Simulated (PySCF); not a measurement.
## Polarisability and C₆ of Cu⁺ (copper, charge +1)

[Ar] 3d10, closed-shell 1S. All numbers are calculated (PySCF 2.14, scalar relativity through the core potential, in aug-cc-pVTZ-PP with one added diffuse shell each of s, p, d, f, g type with ECP10MDF (7s7p6d4f3g, 113 functions)). Coupled (time-dependent) response in atomic units; α is the mean over directions.

| method | mean α (bohr³) | C₆ (like pair) | S(−4) |
| --- | --- | --- | --- |
| UHF | 5.307 | 16.90 | 18.37 |
| PBE | 8.090 | 27.25 | 58.83 |
| PBE0 | 7.053 | 23.35 | 40.07 |

S(−4) is the Cauchy moment in α(ω) = α(0) + S(−4) ω² + …

α(iu) at PBE:

| u (hartree) | α(iu) (bohr³) |
| --- | --- |
| 0 | 8.090 |
| 0.0500 | 7.947 |
| 0.100 | 7.563 |
| 0.200 | 6.477 |
| 0.300 | 5.447 |
| 0.500 | 4.024 |
| 0.750 | 2.988 |
| 1.00 | 2.346 |
| 1.50 | 1.598 |
| 2.00 | 1.180 |
| 3.00 | 0.7339 |
| 5.00 | 0.3735 |

For an ion, C₆ is the dispersion term alone; charge-induced terms of lower order in 1/R come first.

Energies and moments cover only the electrons outside the core potential.
